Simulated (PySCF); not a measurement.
## Steps of a relaxation of [Yb(H2O)2]3+

[Yb(H2O)2]3+ (singlet in the valence; each metal's 4f electrons, 13 of them, lie in its core potential, out of spins and levels; a saddle point, relaxed within its symmetry). PySCF 2.14.0, RKS PBE0, Yb lcecp-1-SVP with ECP59, O def2-SVP, H def2-SVP; non-relativistic Hamiltonian with scalar-relativistic core potentials where named; density fitting; no spin-orbit coupling. Origin of the start: template. Columns: position (Å) and force (eV/Å). Energies are counted from the last step; some of the 6 steps are shown. Forces carry noise of the integration grid, about 0.01 to 0.03 eV/Å.

Run from Python with OMP_NUM_THREADS=2. Where DIIS fails, smearing, a level shift and second-order steps follow.
It took 12 s on 2 threads of Arm Neoverse V1, with other jobs on the host, from the converged density of the start.

```xyz
7
step 0  E = 0.437 eV
Yb    0.0000    0.0000    0.0000     0.00    0.00    0.00
O     0.0000    0.0000    2.3975     0.00    0.00   -2.82
H     0.5445    0.5445    2.9875     0.48    0.48    0.59
H    -0.5445   -0.5445    2.9875    -0.48   -0.48    0.59
O     0.0000    0.0000   -2.3975     0.00    0.00    2.82
H     0.5445   -0.5445   -2.9875     0.48   -0.48   -0.59
H    -0.5445    0.5445   -2.9875    -0.48    0.48   -0.59
```

```xyz
7
step 2  E = 0.024 eV
Yb    0.0000    0.0000    0.0000     0.00    0.00    0.00
O     0.0000    0.0000    2.2123     0.00    0.00    0.56
H     0.5451    0.5451    2.8599    -0.18   -0.18   -0.44
H    -0.5451   -0.5451    2.8599     0.18    0.18   -0.44
O     0.0000    0.0000   -2.2123     0.00    0.00   -0.56
H     0.5451   -0.5451   -2.8599    -0.18    0.18    0.44
H    -0.5451    0.5451   -2.8599     0.18   -0.18    0.44
```

```xyz
7
step 3  E = 0.005 eV
Yb    0.0000    0.0000    0.0000     0.00    0.00    0.00
O     0.0000    0.0000    2.1913     0.00    0.00    0.40
H     0.5456    0.5456    2.8288    -0.09   -0.09   -0.22
H    -0.5456   -0.5456    2.8288     0.09    0.09   -0.22
O     0.0000    0.0000   -2.1913     0.00    0.00   -0.40
H     0.5456   -0.5456   -2.8288    -0.09    0.09    0.22
H    -0.5456    0.5456   -2.8288     0.09   -0.09    0.22
```

Problem. Where does the relaxation end?

Solution. It converges at step 5 in D2d:
```xyz
7
step 5  E = 0
Yb    0.0000    0.0000    0.0000
O     0.0000    0.0000    2.1913
H     0.5467    0.5467    2.8175
H    -0.5467   -0.5467    2.8175
O     0.0000    0.0000   -2.1913
H     0.5467   -0.5467   -2.8175
H    -0.5467    0.5467   -2.8175
```

Problem. How did the contacts change?

Solution. 
```csv
contact,start (Å),end (Å)
Yb1–O2 (H2O),2.397,2.191
Yb1–O5 (H2O),2.397,2.191
```


An lcecp potential fixes the number of 4f electrons, so in runs with it no electron can move into or out of that shell.
